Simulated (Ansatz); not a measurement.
Basis-set extrapolation for H$_{7}$NO$_{3}$Si$_{2}$, SMILES `O[SiH2]N[SiH](O)O` (PBE0-D4/def2-TZVP geometry, frozen core, Ansatz 0.2.0). Multiplicity 1, RHF reference.

```csv
,def2-TZVPP,def2-QZVPP
HF,-861.368954,-861.402057
MP2 correlation,-1.175234,-1.269492
CCSD(T) correlation,-1.252301,not run
```

Energies in hartree. Use E(X) = E(∞) + A·exp(−7.88·√X) for Hartree–Fock and E(X) = E(∞) + B·X^(−2.97) for correlation, with X = 3 and 4, and add CCSD(T) minus MP2 of the smaller set to the MP2 limit.

Task: What is the CCSD(T) energy at the basis-set limit?

Result: HF limit: -861.402057 + (-0.033103) × 0.13774 = -861.40662. MP2 limit: -1.269492 + (-0.094258) × 0.74074 = -1.33931. Higher-order term: -1.252301 − (-1.175234) = -0.07707. Total: -862.82300 hartree, 529.7 kJ/mol below CCSD(T)/def2-TZVPP.
